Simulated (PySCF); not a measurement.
# GaI: from constants to spectrum

PBE0 constants of GaI, ¹Σ⁺ (singlet), closed shell (basis Ga cc-pVTZ-PP with ECP10, I cc-pVTZ-PP with ECP28; scalar-relativistic core potentials; PySCF 2.14; masses 68.9256 and 126.9045 u):

* ωe: 213.8 cm⁻¹
* ωexe: 0.463 cm⁻¹
* Be: 0.055942 cm⁻¹
* αe: 0.000185 cm⁻¹
* De to Ga + I: 3.78 eV

Q: What force constant and bond length do these constants imply?

A: Reduced mass μred = 44.666 u; k = 5.8918×10⁻⁷·μred·ωe² (u, cm⁻¹, mdyn/Å) = 1.20 mdyn/Å; Re = √(16.8576/(μred·Be)) (u, cm⁻¹, Å) = 2.597 Å.

Q: Estimate the centrifugal constant D from the Kratzer relation and find the Dunham coefficient a1.

A: D = 4Be³/ωe² = 1.53e-08 cm⁻¹; a1 = −1 − αeωe/(6Be²) = -3.11.

Spin–orbit coupling is left out, which matters for elements this heavy, above all for dissociation energies.
